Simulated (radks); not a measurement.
The numbers below are computed, except where a source is named.
Ionisation of the oxygen ion O+, [He] 2s2 2p3, to [He] 2s2 2p2 as the strength of local exchange is varied. Code: a radial shooting solver on a logarithmic mesh with Libxc functionals. Model: scalar-relativistic Kohn-Sham, Slater X-alpha exchange (alpha = 2/3 is LDA exchange), no correlation, spin-polarised, spherical densities, point nucleus; open shells are filled with parallel spins first.

| alpha | E(O+) (hartree) | exchange (hartree) | IE (eV) | -e of the level emptied (eV) | <r> of it (bohr) |
|---|---|---|---|---|---|
| 0.563 | -72.52446 | -5.86812 | 31.936 | 23.071 (2p) | 1.120 |
| 0.569 | -72.58702 | -5.93484 | 32.075 | 23.200 (2p) | 1.118 |
| 0.667 | -73.61513 | -7.03713 | 34.391 | 25.350 (2p) | 1.089 |
| 0.724 | -74.21852 | -7.68899 | 35.774 | 26.642 (2p) | 1.073 |
| 0.809 | -75.12570 | -8.67570 | 37.887 | 28.624 (2p) | 1.050 |
| 0.811 | -75.14715 | -8.69913 | 37.937 | 28.672 (2p) | 1.050 |
| 0.963 | -76.79173 | -10.50790 | 41.865 | 32.384 (2p) | 1.012 |

NIST Atomic Spectra Database: 35.121 eV (measured). The Delta-SCF value meets it near alpha = 0.70. Open shells are spherical and high-spin; term and fine-structure splittings are not resolved.
